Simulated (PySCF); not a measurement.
CH3BeFS, SMILES C[S][Be][F]. Atoms are numbered in the order given.

```xyz
7

Be     0.1073    -1.0972     0.0000
F     -0.3191    -2.4223     0.0000
S      0.7172     0.6977     0.0000
C     -0.9002     1.6007     0.0000
H     -1.4876     1.3754     0.9002
H     -0.6557     2.6714     0.0000
H     -1.4876     1.3754    -0.9002
```
Charge 0, spin multiplicity 1.

Geometry optimised at B3LYP-D3(BJ)/def2-SVP. The values are those of a single conformer.

Method: PySCF 2.14.0 with TDDFT-B3LYP/def2-SVPD.

Vertical excitations. Gas-phase values at a fixed geometry. State labels are in the subgroup Cs.

Computed lowest excited states:
```
state  symmetry  energy (eV)  λ (nm)      f                                              main pairs
-----  --------  -----------  ------  -----  ------------------------------------------------------
S1           A"         4.90     253  0.000                                          HOMO→LUMO 99 %
S2           A"         5.48     226  0.040                                        HOMO→LUMO+1 99 %
S3           A'         6.25     198  0.035                      HOMO→LUMO+2 68 %, HOMO−1→LUMO 29 %
S4           A'         6.60     188  0.019  HOMO−1→LUMO 64 %, HOMO→LUMO+2 22 %, HOMO−1→LUMO+1 12 %
S5           A"         6.94     179  0.013                                        HOMO→LUMO+3 97 %
S6           A'         7.03     176  0.099                                      HOMO−1→LUMO+1 84 %
S7           A"         7.05     176  0.004                                        HOMO→LUMO+4 89 %
S8           A"         7.43     167  0.000                                        HOMO→LUMO+5 78 %
S9           A"         7.56     164  0.003                                      HOMO−1→LUMO+2 81 %
S10          A'         7.59     163  0.065                                        HOMO→LUMO+6 94 %
T1           A"         4.59     270      0                                          HOMO→LUMO 94 %
T2           A"         5.20     238      0                                        HOMO→LUMO+1 95 %
T3           A'         5.57     223      0                                        HOMO→LUMO+2 87 %
T4           A'         5.88     211      0                                        HOMO−1→LUMO 88 %
```
Triplets are in the Tamm–Dancoff approximation, which puts them higher than full response would, so one can lie above its singlet here.
